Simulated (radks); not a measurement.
Results of a calculation; reference values are marked as such.
Excited configurations of the gadolinium ion Gd3+: one electron is placed in a higher orbital outside [Xe] 4f6. The ground configuration is [Xe] 4f7. Level of theory: scalar-relativistic Kohn-Sham, PBE, spin-polarised, spherical densities, finite nucleus; open shells are filled with parallel spins first (spin-orbit coupling, left out, can overturn this in heavy ions); Fermi nuclear charge, rms radius 5.1569 fm (a radial shooting solver on a logarithmic mesh with Libxc functionals). Excitation = E - E(ground); binding = E(ion) - E, where the ion is the core of charge +4; n* = 4/sqrt(2 binding) in atomic units, and the quantum defect is n - n*.

outer orbital  excitation (eV)  binding (eV)     n*  quantum defect  eigenvalue (eV)  <r> (bohr)
5d                      12.988        32.433  2.591           2.409          -27.221       2.052
6s                      16.554        28.867  2.746           3.254          -25.485       2.981
6d                      29.436        15.985  3.690           2.310          -14.094       4.628
6f                      35.794         9.626  4.755           1.245           -8.385       7.211
7s                      29.752        15.669  3.727           3.273          -14.061       5.420
7p                      32.084        13.337  4.040           2.960          -11.910       6.148
7d                      35.391        10.030  4.659           2.341           -8.895       7.736
7f                      38.685         6.735  5.685           1.315           -5.985       11.02

Estimate the row for 6p.

Answer. excitation (eV) 22.308; binding (eV) 23.113; n* 3.069; quantum defect 2.931; eigenvalue (eV) -20.352; <r> (bohr) 3.487. The Delta-SCF ionisation energy is 45.421 eV (NIST Atomic Spectra Database: 44.4 eV, semi-empirical). Self-interaction in the functional shifts the binding energies and quantum defects, so they are the method's values and not measured ones. Open shells are spherical and high-spin; term and fine-structure splittings are not resolved. Spin-orbit splitting is averaged out at the scalar-relativistic level.
